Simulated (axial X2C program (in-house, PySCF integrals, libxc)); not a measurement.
# Bond lengths and stretching modes, held linear, of TiNC⁻

Computed with an axial X2C code built on PySCF integrals: two-component X2C with atomic mean-field Coulomb and Gaunt terms, Gaussian nuclei, basis Ti dyall-v3z, N dyall-av3z, C dyall-v3z with contracted cores. Spin-free rows use the one-electron spin-free X2C Hamiltonian.

Masses Ti 47.948, N 14.003, C 12.000 u. States: 2c Ω = 2 (beyond evenly filled blocks: ω = 1/2, ω = 3/2); spin-free M_S = 1, Λ = 3 (beyond evenly filled blocks: π+α, δ+α).

MP2, 2c: energies above the lowest point

| r(Ti–N) (Å) | r(N–C) (Å) | E (meV) |
| --- | --- | --- |
| 2.0026 | 1.1437 | 154.16 |
| 2.0026 | 1.1730 | 64.29 |
| 2.0026 | 1.2023 | 69.32 |
| 2.0540 | 1.1437 | 106.82 |
| 2.0540 | 1.1730 | 17.39 |
| 2.0540 | 1.2023 | 21.85 |
| 2.0540 | 1.2317 | 109.09 |
| 2.1053 | 1.1437 | 89.17 |
| 2.1053 | 1.1730 | 0.00 |
| 2.1053 | 1.2023 | 3.99 |
| 2.1567 | 1.1730 | 5.58 |
| 2.1567 | 1.2317 | 92.36 |

**Question.** Fit a quadratic surface with cubic terms in each bond: where is the minimum, and what are the two stretching wavenumbers?

**Answer.** At MP2, 2c: bonds 2.118 and 1.186 Å; harmonic stretches 357.9 and 2101.6 cm⁻¹; force constants 1.3, 16.5 and coupling -0.07 mdyn/Å.

The other levels and Hamiltonians give:

| Hamiltonian | level | r(Ti–N) (Å) | r(N–C) (Å) | lower stretch (cm⁻¹) | upper stretch (cm⁻¹) |
| --- | --- | --- | --- | --- | --- |
| 2c | PBE0 | 2.053 | 1.172 | 392.0 | 2133.4 |
| 2c | HF | 2.166 | 1.151 | 348.2 | 2304.7 |
| 2c | r2SCAN | 2.019 | 1.179 | 405.7 | 2062.3 |
| spin-free | PBE0 | 2.053 | 1.172 | 392.1 | 2133.1 |
| spin-free | HF | 2.169 | 1.151 | 343.2 | 2304.0 |
| spin-free | r2SCAN | 2.018 | 1.179 | 405.9 | 2061.8 |
| spin-free | MP2 | 2.120 | 1.186 | 359.1 | 2081.4 |

Each state is one determinant, the lowest of a limited PBE0 search; the stretches come from a fit to these few points and carry an uncertainty of a few per cent. Other orders of the atoms were not compared. MP2 freezes inner shells (threshold -2 hartree). For an anion the highest level of a functional can be positive, and the basis then holds the extra electron. The molecule was held linear; bending was not examined, so a bent shape may lie lower. Open-shell Ω = 0 determinants with evenly filled partner blocks cannot be reached by this program, so the Ω shown need not be the lowest component. Note: functional without a current term on a determinant with orbital currents, of the molecule or an atom. Note: several unpaired electrons, one determinant need not be a pure state.
